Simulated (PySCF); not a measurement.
## Core-level binding energies of ZnMeCl

Species: ZnMeCl, CH₃ClZn (singlet state).
Structure used (PBE0-D3(BJ)/def2-SVP), in Å, numbered top down from 1:
```xyz
6
CH3ClZn angstrom
Zn    -0.0076    0.0092   -1.1282
C      0.0031    0.0000    0.8011
H     -0.4487    0.9207    1.2008
H      1.0327   -0.0713    1.1839
H     -0.5669   -0.8584    1.1883
Cl    -0.0126   -0.0002   -3.2459
```

The calculation used PySCF, delta-SCF UKS SCAN, pcX-2 on the ionised atom (unc-x2c-TZVPall on a metal), pcseg-1 elsewhere, spin-free X2C. These are vertical core ionisation energies against the vacuum level, from separate self-consistent calculations with and without the core hole.

What binding energy does each computed site have?

| atom(s) | environment | level | binding energy (eV) | 2p1/2 (eV) | count |
| --- | --- | --- | --- | --- | --- |
| C2 | carbon bonded to Zn and 3 H | C 1s | 290.44 | – | 1 |
| Cl6 | chlorine bonded to Zn | Cl 2p3/2 | 205.10 | 206.75 | 1 |
| Cl6 | chlorine bonded to Zn | Cl 1s | 2827.71 | – | 1 |

What is the longest wavelength that can ionise Cl 1s of Cl6 vertically?

λ = hc/E = 12398.42 eV Å / 2827.71 eV = 4.385 Å.

Not every level is listed. The 2p values aren't plain energy differences: one relaxed spin-free 2p hole is combined with a matrix within the shell (ground-state 2p orbital-energy differences and spin–orbit coupling). 2p3/2, the mean of its two sublevels, lies a third of the splitting below the shell's mean and 2p1/2 two thirds above it; the statistical areas are 2:1. 2p1/2 minus 2p3/2 (ligand field included): Cl 1.65 eV. No level of zinc is listed. Isolated species at its PBE0-D3(BJ)/def2-SVP geometry, gas phase. Metal 2p energies of this one-determinant scheme are less reliable than its 1s energies.

Time: 12 s wall. Hardware: Arm Neoverse V2, one thread, no GPU, on a shared host.
